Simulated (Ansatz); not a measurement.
Caution, from a PySCF single point (PBE0-D3(BJ)/def2-TZVPD) at this geometry: the highest occupied level lies above zero, so the state may not be bound. This triplet lies 0.08 eV below the relaxed singlet at the level B3LYP/aug-cc-pVTZ // PBE0-D3(BJ)/def2-TZVPD (Ansatz, a program for electronic structure).

Species: C₂H₂B, SMILES `[BH-]C#C` (lower triplet) (charge -1, multiplicity 3).

Problem. Give a relaxed geometry from PBE0-D3(BJ)/def2-TZVPD (Ansatz).

Solution. the end point of this relaxation (outside a Z-matrix the atoms follow the SMILES, hydrogens last).
Cartesian coordinates (Å) in one orientation:
```xyz
5

B     -1.309    -0.194     0.040
C      0.081    -0.104    -0.306
C      1.320    -0.119    -0.538
H     -2.234     0.470     0.399
H      2.142    -0.053    -1.222
```
